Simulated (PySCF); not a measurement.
Si(OMe)(SiH3) (CH₆OSi₂), SMILES CO[Si][SiH3] (connectivity only; charge and spin as stated), neutral, multiplicity 1.

Geometry optimised at B3LYP-D3(BJ)/def2-SVP. The structure was generated by enumeration; whether it is a known compound was not checked. One conformer was computed; it need not be the lowest.

Level of theory: PySCF 2.14.0 with TDDFT-PBE/def2-SVPD.

Vertical excitations. The molecule is in vacuum. State labels are in the subgroup Cs.

Computed excitation energies, oscillator strengths and character:
```tsv
state	symmetry	energy (eV)	λ (nm)	f	main pairs
S1	A"	2.20	563	0.004	HOMO→LUMO 100 %
S2	A'	4.53	274	0.047	HOMO→LUMO+1 88 %
S3	A"	4.77	260	0.002	HOMO−2→LUMO 97 %
S4	A"	4.91	253	0.000	HOMO−3→LUMO 98 %
S5	A'	4.98	249	0.049	HOMO−1→LUMO 66 %, HOMO−4→LUMO 17 %
S6	A'	5.18	239	0.078	HOMO→LUMO+2 72 %, HOMO→LUMO+3 21 %
S7	A'	5.37	231	0.082	HOMO−4→LUMO 66 %, HOMO−1→LUMO 19 %
S8	A'	5.44	228	0.189	HOMO→LUMO+3 57 %, HOMO→LUMO+4 21 %, HOMO→LUMO+2 11 %
S9	A"	5.76	215	0.010	HOMO→LUMO+5 87 %
S10	A'	5.90	210	0.278	HOMO→LUMO+4 72 %
T1	A"	1.34	922	0	HOMO→LUMO 99 %
T2	A'	3.66	338	0	HOMO→LUMO+1 98 %
T3	A'	4.08	304	0	HOMO−1→LUMO 96 %
T4	A"	4.36	285	0	HOMO−2→LUMO 90 %
```
Triplets are in the Tamm–Dancoff approximation, which puts them higher than full response would, so one can lie above its singlet here.
